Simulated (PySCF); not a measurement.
Problem. Write Cartesian coordinates for `C#C[Si@H](F)S[SiH3]` as optimised with PBE0-D3(BJ)/def2-SVP.

Solution. 
```xyz
11
C2H5FSSi2 angstrom
C     -1.900    1.463   -0.076
C     -1.517    0.308   -0.072
Si    -0.882   -1.401   -0.091
F     -0.946   -1.950    1.433
S      1.108   -1.433   -0.827
Si     1.876    0.405    0.019
H     -2.243    2.483   -0.081
H     -1.702   -2.302   -0.929
H      1.446    0.552    1.438
H      3.357    0.267   -0.063
H      1.433    1.584   -0.777
```

Any rigid rotation of these coordinates is as good. Atoms count from 1 in this order. Si3 (fluorine-bound silicon) is tetrahedral (angles from 107.1° to 112.6°). S5 (sulfur bonded to 2 Si) is bent (angle 100.6°). The S–Si distances run from 2.122 Å (Si3–S5, drawn single) to 2.165 Å (S5–Si6, drawn single), a spread of 0.043 Å. Si6 (SiH3 silicon) is distorted tetrahedral (angles from 104.6° to 110.9°).

Bonds between heavy atoms (Å): C1≡C2 1.217, C2–Si3 1.823, Si3–F4 1.620, Si3–S5 2.122, S5–Si6 2.165.

Method used: PBE0-D3(BJ)/def2-SVP geometry optimisation, gas phase in PySCF.

Point group: C1 (no symmetry element, even within 0.4 Å). PBE0-D3(BJ)/def2-SVP frequencies: not computed here. One conformer, not necessarily the lowest (C2–Si3–S5–Si6 37°).

On one thread, Arm Neoverse V2 (aarch64), on a shared host, this took 64 s wall and 0.53 GiB of memory at its peak. That covers the optimisation of the geometry.
